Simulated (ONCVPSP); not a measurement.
**magnesium (Mg): excitation energies, all-electron against ONCV**

| Quantity | Value |
| --- | --- |
| Element | Mg |
| Generator | ONCVPSP 4.0.1 |
| Type | optimised norm-conserving Vanderbilt (ONCV) |
| Functional | PBE |
| Relativity | scalar-relativistic |
| Frozen core | [He] |
| Valence charge | 10 |
| Reference configuration | 2s2 2p6 3s1.5 (charge +0.5) |
| Partial waves | 2s+3s: rc 1.30 bohr, ncon 4, nbas 9, qcut 8.1 1/bohr, 2 projectors; 2p: rc 1.25 bohr, ncon 5, nbas 8, qcut 13 1/bohr, 1 projector |
| Local potential | polynomial inside 1.15 bohr (lpopt 5, dvloc0 0 Ha) |
| Core correction | none |

Energies are relative to the spin-unpolarised reference configuration 2s2 2p6 3s1.5; without spin polarisation the order of configurations can differ from experiment.

```json
{"valence configuration": "2s2 2p6 3s2", "charge": "0", "ΔE all-electron (eV)": "-3.144", "error AE − PS (meV)": "0.0"}
{"valence configuration": "2s2 2p6 3s1", "charge": "+1", "ΔE all-electron (eV)": "4.816", "error AE − PS (meV)": "-0.1"}
```

**Question.** What are ΔE and the potential's error for 2s2 2p6 3s0?

**Answer.** ΔE = 19.841 eV all-electron; the error (AE − PS) is -1.5 meV.

**Question.** What are ΔE and the potential's error for 2s2 2p6 3s0 3p2?

**Answer.** ΔE = 4.039 eV all-electron; the error (AE − PS) is -98 meV.
